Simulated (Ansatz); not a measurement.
Start from `[BH2][Al]([NH2])[NH2]` and change one atom or group to get `[CH3][Al]([NH2])[NH2]`.

Ansatz, PBE0-D4/def2-TZVP geometries, multiplicity 1. Each molecule was computed in one conformer, which needn't be the lowest.

| property | `[BH2][Al]([NH2])[NH2]` |
| --- | --- |
| LUMO energy (ωB97M-V/def2-TZVPP) / eV | -0.30 |
| HOMO–LUMO gap (ωB97M-V/def2-TZVPP) / eV | 8.87 |
| LUMO energy (PBE0/def2-TZVPP) / eV | -2.24 |
| HOMO energy (ωB97M-V/def2-TZVPP) / eV | -9.18 |
| HOMO energy (PBE/def2-TZVPP) / eV | -5.46 |
| HOMO energy (PBE0/def2-TZVPP) / eV | -6.81 |

Question: What does the change do to each property? (Estimate.)

Answer: Computed: 
| property | `[CH3][Al]([NH2])[NH2]` | shift |
| --- | --- | --- |
| LUMO energy (ωB97M-V/def2-TZVPP) / eV | 1.73 | 2.03 |
| HOMO–LUMO gap (ωB97M-V/def2-TZVPP) / eV | 10.86 | 1.99 |
| LUMO energy (PBE0/def2-TZVPP) / eV | 0.35 | 2.59 |
| HOMO energy (ωB97M-V/def2-TZVPP) / eV | -9.14 | 0.04 |
| HOMO energy (PBE/def2-TZVPP) / eV | -5.34 | 0.12 |
| HOMO energy (PBE0/def2-TZVPP) / eV | -6.75 | 0.06 |

With PBE0 the HOMO rises by 0.06 eV and the LUMO rises by 2.59 eV, so the gap widens by about 2.53 eV. PBE moves the HOMO by 0.12 eV and ωB97M-V by 0.04 eV.
